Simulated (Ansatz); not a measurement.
Species: difluoro(dimethyl)germane, C2H6F2Ge (charge 0, singlet). SMILES: [CH3][Ge]([F])([CH3])[F]
Geometry from a B3LYP-D3(BJ)/def2-TZVP (Ansatz, an electronic-structure program) optimisation:
```xyz
11

C      1.7168    -0.8963    -0.2090
Ge     0.0006    -0.0193    -0.0034
C     -1.6619    -1.0085    -0.1233
F      0.0121     0.8091     1.5363
F     -0.0722     1.2792    -1.1719
H      1.7847    -1.3578    -1.1936
H      2.5071    -0.1546    -0.1049
H      1.8392    -1.6616     0.5566
H     -2.4934    -0.3207     0.0220
H     -1.7489    -1.4751    -1.1039
H     -1.6945    -1.7789     0.6463
```
Charge 0, spin multiplicity 1.

Property: atomisation energy (electronic, to ground-state atoms), in eV. Correlated levels leave the core frozen unless marked. UHF or UKS for open shells. No spin-orbit coupling. Frozen are the shells of the preceding noble gas and the d and f shells that filled before the atom's block. Non-relativistic. The coupled-cluster limit lacks core correlation, which all-electron functionals hold. Basis-set limits of correlation are two-point, X^-3; Hartree-Fock from the larger set. The bracket is a focal-point correction in the basis named.

| level | program | atomisation energy (eV) | minus last row |
|---|---|---|---|
| HF/cc-pVTZ | Ansatz | 32.00 | -11.20 |
| HF/aug-cc-pVQZ | Ansatz | 32.15 | -11.05 |
| PBE-D3(BJ)/def2-TZVPD | Ansatz + dftd3 | 43.48 | 0.28 |
| BLYP-D3(BJ)/def2-TZVPD | Ansatz + dftd3 | 42.61 | -0.59 |
| r2SCAN-D4/def2-TZVPD | Ansatz + dftd4 | 43.04 | -0.16 |
| r2SCANh/def2-TZVPD | Ansatz | 42.71 | -0.49 |
| RPA@PBE/cc-pVTZ | Ansatz | 39.83 | -3.37 |
| MP2/cc-pVQZ | Ansatz | 43.53 | 0.33 |
| RI-MP2/CBS(cc-pVTZ,cc-pVQZ) | Ansatz | 43.95 | 0.75 |
| SCS-MP2/6-31G* | Ansatz | 39.65 | -3.55 |
| SCS-MP2/aug-cc-pVTZ | Ansatz | 42.83 | -0.37 |
| RI-MP2/CBS(aug-cc-pVTZ,aug-cc-pVQZ)+[CCSD(T)-MP2]/aug-cc-pVTZ | Ansatz | 43.23 | 0.03 |
| RI-MP2/CBS(aug-cc-pVTZ,aug-cc-pVQZ)+[CCSD(T)-MP2]/aug-cc-pVQZ | Ansatz | 43.21 | 0.01 |
| RI-MP2/CBS(cc-pVTZ,cc-pVQZ)+[CCSD(T)-MP2]/cc-pVQZ | Ansatz | 43.18 | -0.02 |
| CCSD(T)/CBS(aug-cc-pVTZ,aug-cc-pVQZ) | Ansatz | 43.20 | 0.00 |
